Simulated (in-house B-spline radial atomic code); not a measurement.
What moves the levels of Ne+ ([He] 2s2 2p5)? Method: Dirac-Hartree-Fock, average of the jj configuration, Fermi nucleus of rms radius 3.0413 fm. Calculated with a B-spline radial code for spherical atoms.

Baseline run (computed): total energy -127.9647 hartree, 1s1/2 at -33.65654 hartree, 2p1/2 at -43.506 eV with <r> = 0.8761 bohr.

Changing the nucleus:

```tsv
nucleus	ΔE (eV)
Fermi nucleus of rms radius 2.9714 fm, A = 18	-5.53e-05
Fermi nucleus of rms radius 2.9695 fm, A = 21	-5.68e-05
Fermi nucleus of rms radius 2.9525 fm, A = 22	-7e-05
Fermi nucleus of rms radius 2.9104 fm, A = 23	-0.000103
Fermi nucleus of rms radius 2.9007 fm, A = 24	-0.00011
Fermi nucleus of rms radius 2.9316 fm, A = 25	-8.62e-05
Fermi nucleus of rms radius 2.9251 fm, A = 26	-9.12e-05
Fermi nucleus of rms radius 2.9642 fm, A = 28	-6.09e-05
```

A larger nucleus binds the electrons less, roughly as the density at the nucleus times the change of the nuclear <r²>. The reference is A = 17.
